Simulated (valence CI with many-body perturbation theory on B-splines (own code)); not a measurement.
W XLII: calculated level list

Level of theory: configuration interaction combined with many-body perturbation theory (CI+MBPT): five valence electrons over a frozen Dirac-Fock core [Ar] 3d10, a basis of 11 s, 11 p, 10 d, 8 f, 5 g, 2 h functions for each j, with the one-electron correlation potential Σ1, the two-electron term Σ2, the three-electron term Σ3, Breit, model QED; selected CI, second order for the rest, scaled by the run's own slope (own B-spline code, finite nucleus).

The last digits are not significant, and no measured levels were compared; by estimate large intervals hold to a few tenths of a per cent, small ones and those within an open d or f shell to about a per cent. Among the levels kept, up to 2100 cm⁻¹ of a level comes from second order outside the variational space, and about a tenth of that is noise between levels of different J, which matters for small intervals.

Levels 46 to 90 of 179, with energies above the lowest level, (4s^2 4p1/2^2 4p3/2) J=3/2. "Leading %" is the weight of the configuration and term that name the level; weights of strongly mixed levels are sums over their largest components and can fall short. In the jj column 3d3/2^4 stands for four electrons in 3d with j = 3/2.

| No. | Configuration | Term | J | E (Ry) | Leading % | Leading jj | Second component |
| --- | --- | --- | --- | --- | --- | --- | --- |
| 46 | 4s²4p²4d | ²D | 3/2 | 26.616 | 67 | 4s^2 4p3/2^2 4d3/2 (90 %) | 9 % 4s²4p²4d ²P |
| 47 | 4s4p³4d | ²F° | 5/2 | 26.877 | 12 | 4s 4p1/2^2 4p3/2 4d3/2 (50 %) | 12 % 4s4p³4d ⁴G° |
| 48 | 4s4p³4d | ⁴D° | 5/2 | 26.938 | 30 | 4s 4p1/2^2 4p3/2 4d5/2 (85 %) | 20 % 4s4p³4d ⁴P° |
| 49 | 4p⁵ | ²P° | 3/2 | 27.202 | 15 | 4s 4p1/2^2 4p3/2 4d5/2 (72 %) | 15 % 4s4p³4d ²D° |
| 50 | 4s²4p²4d | ²D | 5/2 | 27.487 | 77 | 4s^2 4p3/2^2 4d5/2 (98 %) | 14 % 4s²4p²4d ⁴D |
| 51 | 4s4p³4d | ²F° | 7/2 | 27.499 | 37 | 4s 4p1/2^2 4p3/2 4d5/2 (78 %) | 17 % 4s4p³4d ²G° |
| 52 | 4s4p³4d | ⁴D° | 7/2 | 28.068 | 22 | 4s 4p1/2^2 4p3/2 4d5/2 (75 %) | 17 % 4s4p³4d ²F° |
| 53 | 4s²4p²4d | ²P | 3/2 | 28.117 | 41 | 4s^2 4p3/2^2 4d5/2 (92 %) | 29 % 4s²4p²4d ²D |
| 54 | 4s4p³4d | ²P° | 1/2 | 28.183 | 45 | 4s 4p1/2^2 4p3/2 4d5/2 (91 %) | 40 % 4s4p³4d ⁴D° |
| 55 | 4s4p³4d | ⁴D° | 3/2 | 28.379 | 25 | 4s 4p1/2^2 4p3/2 4d5/2 (89 %) | 17 % 4s4p³4d ²P° |
| 56 | 4s²4p²4d | ²D | 5/2 | 28.421 | 52 | 4s^2 4p3/2^2 4d5/2 (90 %) | 19 % 4s²4p²4d ²F |
| 57 | 4s4p³4d | ²F° | 5/2 | 28.571 | 25 | 4s 4p1/2^2 4p3/2 4d5/2 (83 %) | 15 % 4s4p³4d ²D° |
| 58 | 4s²4p4d² | ⁴G° | 5/2 | 29.488 | 48 | 4s^2 4p1/2 4d3/2^2 (88 %) | 30 % 4s²4p4d² ²F° |
| 59 | 4s4p⁴ | ²S | 1/2 | 29.565 | 30 | 4s 4p3/2^4 (81 %) | 26 % 4s4p⁴ ²P |
| 60 | 4p⁵ | ²P° | 3/2 | 29.765 | 63 | 4p1/2^2 4p3/2^3 (63 %) | 10 % 4s4p³4d ²D° |
| 61 | 4s²4p4d² | ⁴D° | 1/2 | 30.597 | 46 | 4s^2 4p1/2 4d3/2^2 (83 %) | 32 % 4s²4p4d² ²P° |
| 62 | 4s4p³4d | ⁶D° | 1/2 | 30.705 | 32 | 4s 4p1/2 4p3/2^2 4d3/2 (58 %) | 19 % 4s²4p4d² ⁴P° |
| 63 | 4s4p³4d | ⁶D° | 3/2 | 30.731 | 23 | 4s 4p1/2 4p3/2^2 4d3/2 (52 %) | 16 % 4s4p³4d ⁴D° |
| 64 | 4s4p³4d | ⁶D° | 5/2 | 30.747 | 19 | 4s 4p1/2 4p3/2^2 4d3/2 (49 %) | 15 % 4s4p³4d ⁴F° |
| 65 | 4s²4p4d² | ⁴G° | 7/2 | 30.811 | 38 | 4s^2 4p1/2 4d3/2 4d5/2 (67 %) | 12 % 4s4p³4d ⁴F° |
| 66 | 4s²4p4d² | ²D° | 3/2 | 30.967 | 32 | 4s^2 4p1/2 4d3/2^2 (84 %) | 28 % 4s²4p4d² ⁴F° |
| 67 | 4s²4p4d² | ²H° | 9/2 | 31.125 | 34 | 4s^2 4p1/2 4d3/2 4d5/2 (71 %) | 19 % 4s²4p4d² ²G° |
| 68 | 4s4p³4d | ⁴F° | 5/2 | 31.516 | 15 | 4s 4p1/2 4p3/2^2 4d3/2 (38 %) | 12 % 4s²4p²4f ⁴G° |
| 69 | 4s4p³4d | ⁴G° | 7/2 | 31.517 | 24 | 4s 4p1/2 4p3/2^2 4d3/2 (50 %) | 18 % 4s²4p²4f ⁴G° |
| 70 | 4s²4p4d² | ⁴D° | 3/2 | 31.750 | 18 | 4s^2 4p1/2 4d3/2 4d5/2 (46 %) | 15 % 4s4p³4d ⁴F° |
| 71 | 4s4p³4d | ⁴G° | 9/2 | 31.885 | 37 | 4s 4p1/2 4p3/2^2 4d3/2 (52 %) | 14 % 4s²4p²4f ⁴G° |
| 72 | 4s4p³4d | ⁶D° | 7/2 | 32.007 | 24 | 4s 4p1/2 4p3/2^2 4d5/2 (49 %) | 21 % 4s4p³4d ⁴D° |
| 73 | 4s²4p4d² | ⁴P° | 1/2 | 32.025 | 25 | 4s^2 4p1/2 4d3/2 4d5/2 (56 %) | 19 % 4s²4p4d² ⁴D° |
| 74 | 4s4p³4d | ⁴F° | 3/2 | 32.066 | 41 | 4s 4p1/2 4p3/2^2 4d3/2 (55 %) | 31 % 4s²4p²4f ⁴F° |
| 75 | 4s²4p²4f | ⁴D° | 7/2 | 32.158 | 15 | 4s 4p1/2 4p3/2^2 4d3/2 (26 %) | 14 % 4s²4p²4f ²G° |
| 76 | 4s4p³4d | ⁴P° | 5/2 | 32.174 | 14 | 4s^2 4p1/2 4d3/2 4d5/2 (53 %) | 14 % 4s²4p4d² ⁴D° |
| 77 | 4s²4p²4f | ⁴G° | 5/2 | 32.239 | 17 | 4s^2 4p1/2 4p3/2 4f5/2 (41 %) | 12 % 4s²4p²4f ²D° |
| 78 | 4s²4p²4f | ²G° | 7/2 | 32.251 | 17 | 4s^2 4p1/2 4d3/2 4d5/2 (31 %) | 16 % 4s²4p4d² ²F° |
| 79 | 4s4p³4d | ⁶D° | 9/2 | 32.303 | 36 | 4s 4p1/2 4p3/2^2 4d5/2 (69 %) | 14 % 4s²4p²4f ⁴F° |
| 80 | 4s4p³4d | ⁴P° | 3/2 | 32.319 | 14 | 4s^2 4p1/2 4d3/2 4d5/2 (45 %) | 14 % 4s4p³4d ⁴S° |
| 81 | 4s4p³4d | ⁴F° | 9/2 | 32.508 | 25 | 4s^2 4p1/2 4d5/2^2 (42 %) | 13 % 4s²4p4d² ⁴G° |
| 82 | 4s4p³4d | ⁴D° | 7/2 | 32.558 | 16 | 4s 4p1/2 4p3/2^2 4d3/2 (31 %) | 15 % 4s4p³4d ⁴F° |
| 83 | 4s²4p²4f | ²F° | 5/2 | 32.590 | 32 | 4s^2 4p1/2 4p3/2 4f5/2 (61 %) | 10 % 4s²4p²4f ²D° |
| 84 | 4s4p³4d | ⁴D° | 1/2 | 32.689 | 39 | 4s 4p1/2 4p3/2^2 4d3/2 (46 %) | 9 % 4s4p³4d ²S° |
| 85 | 4s4p³4d | ⁴F° | 3/2 | 32.741 | 8 | 4s 4p1/2 4p3/2^2 4d3/2 (57 %) | 8 % 4s4p³4d ⁴D° |
| 86 | 4s²4p²4f | ⁴D° | 5/2 | 32.837 | 16 | 4s^2 4p1/2 4p3/2 4f7/2 (50 %) | 12 % 4s²4p²4f ²D° |
| 87 | 4s4p³4d | ⁴G° | 11/2 | 32.920 | 50 | 4s 4p1/2 4p3/2^2 4d5/2 (50 %) | 25 % 4s²4p²4f ²H° |
| 88 | 4s²4p²4f | ²D° | 3/2 | 32.938 | 24 | 4s^2 4p1/2 4p3/2 4f5/2 (37 %) | 10 % 4s²4p4d² ⁴D° |
| 89 | 4s²4p²4f | ²P° | 1/2 | 33.004 | 24 | 4s^2 4p1/2 4p3/2 4f5/2 (40 %) | 22 % 4s4p³4d ²P° |
| 90 | 4s4p³4d | ⁶D° | 5/2 | 33.081 | 9 | 4s 4p1/2 4p3/2^2 4d3/2 (24 %) | 9 % 4s²4p4d² ⁴D° |

Where two levels of one J and parity lie close, their mixing, g and order are uncertain.
